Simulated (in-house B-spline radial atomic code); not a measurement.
**RPA and G0W0 on LDA exchange-only: Xe⁶⁺**

Configuration [Kr] 4d10 5s2, mean-field start LDA exchange-only. Computed with an all-electron radial atomic-structure program (B-spline basis): all electrons, non-relativistic, point nucleus, each spin shell either full or empty, empty states to l = 9 with an (l + 1/2)⁻⁴ tail; G0W0 by contour deformation at full frequency.

Without relativity these are model numbers: it shifts the levels of so heavy an element strongly and can reorder them.

Command:
```bash
python run_gw.py task.json out
```
Settings (radii: box in bohr, nucleus in fm):
```
Z                        54
electrons                48
configuration            [Kr] 4d10 5s2
hamiltonian              nr
method                   lda,
lmax                     9
spin_polarised           False
box_radius               9.29
intervals                52
ion_configuration        [Kr] 4d10 5s1
```

Cost of the run: 8.3 s on 1 thread of Arm Neoverse N1 (shared host).

Energies (hartree):

```tsv
term	value
mean-field total	-7215.61113
Hartree-Fock functional on these orbitals	-7223.98737
direct second order	-4.3852
second-order exchange	1.1938
SOSEX correction	1.1066
```

What is the RPA correlation energy, and what remains with SOSEX?

RPA gives -3.8449 hartree (-2.18 eV per electron); RPA + SOSEX gives -2.7384, and the second-order doubles -3.1914 hartree (no singles). RPA lacks exchange-type terms and so overcorrelates at short range.

Quasi-particle levels (eV):

```csv
level,occupied,mean field,Σx - vxc,Σc,QP weight,G0W0
5s,yes,-82.23,-4.65,?,?,?
5p,no,-69.43,5.94,-1.92,0.957,-65.41
```

G0W0 = mean field + (Σx - vxc) + Σc, with Σc (partial-wave tail included) taken at the quasi-particle energy. Only the outer levels were computed. Levels of low weight are left out.

Where does G0W0 put 5s?

At -89.63 eV, with Σc = -2.74 eV and a quasi-particle weight of 0.961. The tabulated removal energy is 91.6 ± 0.5 eV (NIST, semi-empirical); the calculation leaves out relativity, Breit and QED terms, and what these don't explain is the method's own error.

What does it cost to remove one electron (to [Kr] 4d10 5s1) by differences of total energies, each species on its own start (correlation terms add to the Hartree-Fock functional)?

LDA exchange-only 88.18 eV, Hartree-Fock functional 86.56 eV, + RPA 89.51 eV, + RPA + SOSEX 88.86 eV, + second order 90.52 eV. Tabulated: 91.6 ± 0.5 eV (NIST, semi-empirical); the calculation leaves out relativity, Breit and QED terms, and what these don't explain is the method's own error.
